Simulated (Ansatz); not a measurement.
Mulliken charges of CH$_{4}$MoO$_{3}$S (`C[O][Mo](=[O])([OH])=[S]`) from B3LYP/def2-TZVPP in Ansatz (PBE0-D4/def2-TZVP geometry).

```json
{"atom": "C1", "x (Å)": "-0.588", "y (Å)": "0.049", "z (Å)": "1.754", "charge (e)": "-0.080"}
{"atom": "O2", "x (Å)": "-0.059", "y (Å)": "-0.569", "z (Å)": "0.604", "charge (e)": "-0.493"}
{"atom": "Mo3", "x (Å)": "0.689", "y (Å)": "-0.056", "z (Å)": "-0.993", "charge (e)": "1.399"}
{"atom": "O4", "x (Å)": "1.986", "y (Å)": "-1.056", "z (Å)": "-1.327", "charge (e)": "-0.505"}
{"atom": "O5", "x (Å)": "-0.582", "y (Å)": "-0.150", "z (Å)": "-2.362", "charge (e)": "-0.501"}
{"atom": "S6", "x (Å)": "1.355", "y (Å)": "1.942", "z (Å)": "-0.786", "charge (e)": "-0.377"}
{"atom": "H7", "x (Å)": "-0.293", "y (Å)": "-0.534", "z (Å)": "2.630", "charge (e)": "0.115"}
{"atom": "H8", "x (Å)": "-1.678", "y (Å)": "0.070", "z (Å)": "1.687", "charge (e)": "0.114"}
{"atom": "H9", "x (Å)": "-0.211", "y (Å)": "1.071", "z (Å)": "1.847", "charge (e)": "0.110"}
{"atom": "H10", "x (Å)": "-0.535", "y (Å)": "-0.819", "z (Å)": "-3.051", "charge (e)": "0.217"}
```

Question: By hand: the dipole of these point charges (1 e Å = 4.8032 D).

Answer: Σ q r = (-0.546, -0.039, 0.358) e Å, of length 0.654 e Å = 3.14 D.

Question: How does the dipole of the full density compare? (An estimate is asked.)

Answer: Ansatz gave: (-0.540, -0.216, 0.182) e Å, 2.93 D; the point charges give 1.07 times that, at 22° from its direction.

Point charges leave out the atoms' own dipoles, such as those of lone pairs, and Mulliken's split depends on the basis, so the two needn't agree.

B3LYP here is the variant with VWN-RPA as its local correlation; programs differ in this.
